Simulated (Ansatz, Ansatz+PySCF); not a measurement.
```xyz
2

Mg    0.0000    0.0000    0.0000
O     0.0000    0.0000    2.2600
```

Basis set: def2-SVP (spherical functions). Frozen core: 2 orbitals. Charge 0, multiplicity 1.

Computed with Ansatz (development build ahead of 0.2.0); each method stands on the lowest determinant of its kind that the runs found. Restricted open shells among the atoms or ions are ROHF, correlated in semicanonical orbitals with singles.

(1) Give the atomization energy at this shape (free ground-state atoms in the same class of orbitals less the molecule, no zero-point energy) of singlet MgO by UHF-MP2, RHF-MP2, RHF, UHF.

Results:

(1)

| method | atomization energy |
| --- | --- |
| UHF-MP2 | 1.52 eV |
| RHF-MP2 | 0.24 eV |
| RHF | -2.24 eV |
| UHF | 0.49 eV |

Caution for UHF-MP2, RHF-MP2: bonds are stretched, where a single reference can fail. Caution for UHF-MP2, UHF: the unrestricted determinant is a mixture of spin states. Caution for RHF-MP2, RHF: an unrestricted determinant lies well below. Caution for RHF-MP2: other determinants can give a lower correlated total. Caution for RHF: the molecule lies well above its atoms at this level.
